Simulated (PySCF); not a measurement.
Coordinates in bohr (charge -1 multiplicity 1):
```
Ge   -0.0324    0.0000    0.7886
F     2.9977    0.0031   -0.9013
F    -1.4385    2.5603   -1.0837
F    -1.4331   -2.5634   -1.0834
```

These are results of PBE0/[Ge def2-SVPD, F def2-SVPD], no relativity, density fitting, PySCF, not measurements.

This geometry of GeF₃⁻ is a stationary point at this level.

(1) What is the point group?

(2) Is it a minimum?

(3) List the harmonic modes with their infrared intensities.

Answers

(1) C3v.

(2) Yes: all harmonic wavenumbers are real.

(3) 
```tsv
symmetry	ω (cm⁻¹)	IR (km/mol, summed over degenerate members)	type
e	203	5.0	bend
a1	266	15.8	bend
e	527	295	stretch
a1	568	133	stretch
```

This need not be the most stable arrangement of these atoms. The lowest empty level of this anion is unbound, so it and the gap depend on the basis.
